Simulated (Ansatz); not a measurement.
A nudged elastic band was laid between two geometries of CH₅ClO₂Si (10 atoms, charge 0, multiplicity 1).

These are results of Ansatz 0.2.0, RKS PBE0/def2-SVP, not measurements.

```json
{"movable images": "7", "climbing image": "yes", "spring": "5.0 eV/Å²", "optimiser": "quadratic models (default)", "start path": "IDPP", "force threshold": "0.05 eV/Å", "iteration limit": "56", "end points": "relaxed"}
```

Image 0:

```xyz
10
Properties=species:S:1:pos:R:3
O -0.940 1.209 -0.400
C 0.137 0.382 -0.260
O 0.685 -0.064 -1.432
Si -0.350 -1.118 0.838
Cl 1.470 1.319 0.662
H -0.673 2.027 -0.844
H 1.168 0.655 -1.865
H -1.401 -1.900 0.125
H -0.876 -0.605 2.132
H 0.863 -1.955 1.049
```

Image 8:

```xyz
10
Properties=species:S:1:pos:R:3
O -0.699 1.298 -0.707
C 0.242 0.350 -0.392
O 0.736 -0.178 -1.527
Si -0.330 -1.039 0.808
Cl 1.616 1.248 0.583
H -0.882 1.832 0.076
H 0.873 0.544 -2.160
H -1.409 -1.826 0.141
H -0.883 -0.365 2.019
H 0.819 -1.916 1.161
```

Q: Which bonds break or form, and what moves?

A: No bond is made or broken. The dihedral H6–O1–C2–Si4 goes from 172 to 69°.

Q: What energy profile does the band end with?

A: The forces met the threshold. The highest image is number 3 of 0 to 8, 0.1 kcal/mol above the first end and 1.8 kcal/mol above the last; the last end lies 1.7 kcal/mol below the first. The top lies less than 8 meV above the higher end, about what the thresholds resolve: that end is a shoulder or a very shallow well. A vibrational analysis at the climbing image gives one clearly imaginary mode, 156i cm⁻¹: a first-order saddle point.

| image | path coordinate (Å) | energy (kcal/mol) | dihedral H6–O1–C2–Si4 (°) |
| --- | --- | --- | --- |
| 0 | 0.00 | 0.0 | 172 |
| 1 | 0.17 | 0.0 | 163 |
| 2 | 0.34 | 0.0 | 153 |
| 3 | 0.50 | 0.1 | 140 |
| 4 | 0.69 | -0.1 | 125 |
| 5 | 0.88 | -0.5 | 108 |
| 6 | 1.07 | -1.1 | 93 |
| 7 | 1.25 | -1.6 | 79 |
| 8 | 1.44 | -1.7 | 69 |

Q: What is the geometry of the highest image?

A: 
```xyz
10
Properties=species:S:1:pos:R:3
O -0.888 1.184 -0.548
C 0.180 0.349 -0.301
O 0.759 -0.147 -1.427
Si -0.336 -1.102 0.848
Cl 1.441 1.361 0.647
H -0.581 2.100 -0.542
H 0.920 0.577 -2.051
H -1.392 -1.893 0.151
H -0.873 -0.524 2.110
H 0.853 -1.955 1.117
```

The band took 6 iterations and of the order of 4 core-minutes.

Run time: 120 s on 2 threads of Intel(R) Xeon(R) Platinum 8488C (Sapphire Rapids), with other jobs on the host, peak memory 0.25 GiB.
